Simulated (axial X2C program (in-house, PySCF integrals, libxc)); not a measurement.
## Curves of TbCN from open-shell CI on f9 s1

Calculated with an axial X2C code built on PySCF integrals: two-component X2C with atomic mean-field Coulomb and Gaunt terms, basis Tb dyall-v3z, C dyall-v3z, N dyall-av3z (cores contracted in-house). Orbitals come from Hartree–Fock averaged over the configuration Tb f9 s1; CI then distributes these electrons over the f, s shells of Tb.

Scan along the Tb–C bond with CN moving as one mass, its bond held at 1.160 Å; masses Tb 158.925 u, C 12.000 u, N 14.003 u. Energies in cm⁻¹ from the lowest point; levels are followed by energy order within each Ω. Lowest level at 2.552 Å: 100% f9 s1.

| R (Å) | (1)Ω=8 | (1)Ω=7 | (1)Ω=6 | (1)Ω=5 | (1)Ω=4 |
| --- | --- | --- | --- | --- | --- |
| 2.373 | 1072 | 1298 | 1520 | 1716 | 1869 |
| 2.463 | 237 | 468 | 691 | 885 | 1038 |
| 2.552 | 0 | 231 | 450 | 639 | 788 |
| 2.654 | 256 | 482 | 693 | 874 | 1017 |
| 2.756 | 913 | 1130 | 1331 | 1502 | 1637 |
| 2.871 | 1974 | 2179 | 2367 | 2526 | 2652 |
| 3.011 | 3542 | 3732 | 3903 | 4047 | 4161 |

(1) Fit the curves (1)Ω=8, (1)Ω=7, (1)Ω=6, (1)Ω=5, (1)Ω=4 near their minima.

The 5 lowest curves are shown; the next is (1)Ω=3, from 891 cm⁻¹.

There is no dynamic correlation: spin–orbit spacings and, for f shells, spacings inside one term are the most reliable numbers, splittings between terms come out too wide, and energies between configurations are not reliable, so the lowest level need not be the ground state of the molecule. At most 4 roots were kept for each Ω > 0 (twice that for Ω = 0) within 2.2 eV of the lowest, so higher up levels can be missing between those listed; levels with Ω > 0 are doubly degenerate and listed once, Ω = 0 levels singly. The molecule was held linear; bending was not examined.

Results:

(1) From the open-shell CI curves, Te from the lowest:

```json
{"level": "(1)Ω=8", "Te (cm⁻¹)": "0", "Re (Å)": "2.551", "ωe (cm⁻¹)": "287.3"}
{"level": "(1)Ω=7", "Te (cm⁻¹)": "231", "Re (Å)": "2.552", "ωe (cm⁻¹)": "285.7"}
{"level": "(1)Ω=6", "Te (cm⁻¹)": "450", "Re (Å)": "2.553", "ωe (cm⁻¹)": "284.2"}
{"level": "(1)Ω=5", "Te (cm⁻¹)": "639", "Re (Å)": "2.554", "ωe (cm⁻¹)": "282.9"}
{"level": "(1)Ω=4", "Te (cm⁻¹)": "787", "Re (Å)": "2.555", "ωe (cm⁻¹)": "281.8"}
```

Without dynamic correlation distances can be off by several hundredths of an Å (long for ionic bonds, short for multiple bonds) and the wavenumbers are rough.
